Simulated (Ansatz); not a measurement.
Start from `N=C[CH2][GeH3]` and change one atom or group to get `B[CH]([GeH3])C=N`.

Ansatz, PBE0-D4/def2-TZVP geometries, multiplicity 1. Each molecule was computed in one conformer, which needn't be the lowest.

Scalar relativity is left out up to krypton.

```
                                        property  `N=C[CH2][GeH3]`
             HOMO–LUMO gap (PBE/def2-TZVPP) / eV              4.67
size of the dipole moment (B3LYP/def2-TZVPP) / D              2.54
              LUMO energy (PBE0/def2-TZVPP) / eV             -0.28
              HOMO energy (PBE0/def2-TZVPP) / eV             -7.54
             HOMO energy (B3LYP/def2-TZVPP) / eV             -7.31
         HOMO–LUMO gap (ωB97M-V/def2-TZVPP) / eV             11.75
```

Q: Give the same properties after the change, and the shifts. (Best estimate.)

A: The calculation gave: 
| property | `B[CH]([GeH3])C=N` | shift |
| --- | --- | --- |
| HOMO–LUMO gap (PBE/def2-TZVPP) / eV | 3.88 | -0.79 |
| size of the dipole moment (B3LYP/def2-TZVPP) / D | 2.59 | 0.05 |
| LUMO energy (PBE0/def2-TZVPP) / eV | -1.25 | -0.97 |
| HOMO energy (PBE0/def2-TZVPP) / eV | -7.57 | -0.03 |
| HOMO energy (B3LYP/def2-TZVPP) / eV | -7.33 | -0.02 |
| HOMO–LUMO gap (ωB97M-V/def2-TZVPP) / eV | 10.59 | -1.16 |

Dipoles are sizes alone; their direction can turn.

Positive LUMOs are unbound, so they and the gaps depend on the basis.

B3LYP here is the variant with VWN-RPA as its local correlation; programs differ in this.
